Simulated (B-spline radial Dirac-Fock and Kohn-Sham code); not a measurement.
**Subshell photoionisation cross sections of K⁶⁺ against photon energy**

System: the K⁶⁺ ion, [Ne] 3s2 3p1.

The run's input, task.json:

```json
{"items": [{
  "Z": 19,
  "q": 6,
  "cfg": [[1, 0, 2], [2, 0, 2], [2, 1, 6], [3, 0, 2], [3, 1, 1]],
  "A": 39,
  "rrms": 3.4349,
  "do": ["binding", "quiet", "photo", "scan"],
  "hv": [41.0, 70.6, 294.0, 319.0, 321.0, 367.0, 547.0, 560.0, 572.0, 619.0, 1080.0, 1490.0, 1670.0, 5090.0, 5130.0, 6980.0, 7180.0, 7820.0, 13300.0, 26500.0, 31100.0, 42000.0, 65700.0, 91100.0]
}]}
```

Run with: `python xray_run.py task.json out`

Method: a relativistic central-field model (Hartree-Slater potential of the initial state, Latter tail, multipole expansion of the photon field, Dirac-Fock thresholds). Computed with a B-spline atomic structure program. Values are in kb; a dash marks an energy below the computed threshold.

```
hν (eV)       1s     2p1/2     2p3/2        3s     3p3/2
    294        –         –         –       112      46.8
    319        –         –         –      97.1      39.6
    321        –         –         –      96.0      39.1
    367        –         –         –      77.1      29.6
    547        –       308       609      37.1      11.6
    560        –       290       573      35.5      10.9
    572        –       275       543      34.1      10.4
    619        –       224       441      29.4      8.51
   1080        –      48.3      94.5      9.98      2.03
   1490        –      18.7      36.5      5.17     0.822
   1670        –      13.2      25.8      4.06     0.589
   5090     29.5     0.351     0.673     0.305    0.0170
   5130     28.9     0.342     0.655     0.299    0.0165
   6980     12.7     0.117     0.222     0.136   0.00570
   7180     11.7     0.106     0.201     0.127   0.00516
   7820     9.29    0.0779     0.148     0.101   0.00382
  13300     2.07    0.0113    0.0211    0.0240  0.000556
  26500    0.267  0.000839   0.00154   0.00332  4.10e-05
  31100    0.164  0.000454  0.000825   0.00207  2.21e-05
  42000   0.0653  0.000143  0.000255  0.000837  6.86e-06
  65700   0.0162  2.54e-05  4.42e-05  0.000212  1.19e-06
  91100  0.00579  7.28e-06  1.24e-05  7.66e-05  3.34e-07
```

At 91100 eV the multipoles beyond E1 give 24.1 % of 1s, 37.3 % of 2p1/2, 35.9 % of 2p3/2, 24.4 % of 3s, 35.8 % of 3p3/2.

Run: 1.4 s of CPU time on 1 thread of Neoverse-V1 (shared host), peak memory 0.36 GiB.
